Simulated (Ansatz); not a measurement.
Cost and result for the atomization energy of GeH5SSi (`[SiH2][S][GeH3]`) radical (8 atoms, 7 bonds).

```xyz
8

Si   -1.060   -0.830    1.282
S    -0.321    1.106    0.818
Ge    1.057    0.546   -0.845
H    -1.596   -1.511    0.065
H    -2.138   -0.644    2.291
H     2.200   -0.321   -0.300
H     1.589    1.875   -1.393
H     0.271   -0.221   -1.918
```

Total charge 0; spin multiplicity 2. Correlated methods include outer-core shells of Ge, which these sets cover unevenly. Scalar relativity is left out up to krypton. Geometry: relaxed with PBE0-D4/def2-TZVP. Program: Ansatz. All runs use 4 threads of a server CPU on a shared host. Times are those of one run each, without the atoms' runs, and a repeat can differ threefold. Electronic energies, without spin–orbit coupling; frozen cores. CCSD(T)/CBS adds CCSD(T) − MP2 in def2-TZVPP to the MP2 limit, and its time is that of the two runs behind it. T1 = 0.014; ⟨S²⟩ of the reference is 0.76. With those shells the extrapolation isn't a true limit. B3LYP takes the VWN-RPA correlation (the form of Gaussian; ORCA's B3LYP/G). HSE06 is the plane-wave form, built on full-range PBE exchange.

CCSD(T)/CBS is a level of theory with its own doubt, some kJ/mol a heavy atom from the limit and from the frozen cores, so smaller differences don't rank the functionals.

```
                            level  functions  wall time
           LDA (SPW92)/def2-TZVPP        202      5.5 s
               BLYP-D4/def2-TZVPP        202        8 s
              HSE06-D4/def2-TZVPP        202       12 s
              BHLYP-D4/def2-TZVPP        202       14 s
B3LYP-D4/def2-TZVPP (with forces)        202       14 s
          CAM-B3LYP-D4/def2-TZVPP        202       15 s
              PBE-QIDH/def2-TZVPP        202       18 s
                 CCSD(T)/def2-SVP         93       23 s
               ωB97X-V/def2-TZVPP        202       26 s
 ωB97M-V/def2-TZVPP (with forces)        202       34 s
                   MP2/def2-QZVPP        379       48 s
               CCSD(T)/def2-TZVPP        202    4.7 min
                CCSD(T)/CBS(def2)          –    5.5 min
```

Q: What atomization energy does each give, and how far from CCSD(T)/CBS? (Best estimate.)

A: Ansatz gave: 
| level | atomization (kJ/mol) | difference from CCSD(T)/CBS | per bond |
| --- | --- | --- | --- |
| LDA (SPW92)/def2-TZVPP | 2387.9 | 257.6 | 36.8 |
| BLYP-D4/def2-TZVPP | 2090.3 | -40.0 | -5.7 |
| HSE06-D4/def2-TZVPP | 2106.7 | -23.6 | -3.4 |
| BHLYP-D4/def2-TZVPP | 2091.0 | -39.3 | -5.6 |
| B3LYP-D4/def2-TZVPP (with forces) | 2114.8 | -15.5 | -2.2 |
| CAM-B3LYP-D4/def2-TZVPP | 2117.1 | -13.2 | -1.9 |
| PBE-QIDH/def2-TZVPP | 2103.7 | -26.6 | -3.8 |
| CCSD(T)/def2-SVP | 1956.4 | -173.9 | -24.8 |
| ωB97X-V/def2-TZVPP | 2148.6 | 18.3 | 2.6 |
| ωB97M-V/def2-TZVPP (with forces) | 2117.3 | -13.0 | -1.8 |
| MP2/def2-QZVPP | 2091.6 | -38.7 | -5.5 |
| CCSD(T)/def2-TZVPP | 2078.0 | -52.3 | -7.5 |
| CCSD(T)/CBS(def2) | 2130.3 | 0.0 | 0.0 |

From PBE to PBE0 (25 % exact exchange), in def2-TZVPP and without D4, the atomization energy moves by −4.7 kJ/mol: exact exchange takes away binding that semilocal exchange gives to molecules. In def2-TZVPP, CCSD(T) changes the Hartree–Fock value by +514.6 kJ/mol (the triples alone add +27.5 kJ/mol) and MP2 by +497.6 kJ/mol; breaking electron pairs costs correlation energy, which Hartree–Fock lacks. Leaving LDA and LC-ωPBE aside and taking each functional with its dispersion term where it has one, the values, not all of them listed here, spread over 86.9 kJ/mol, from revPBE-D4 to B97M-V. LDA lies +294.0 kJ/mol from PBE without D4, its usual overbinding.
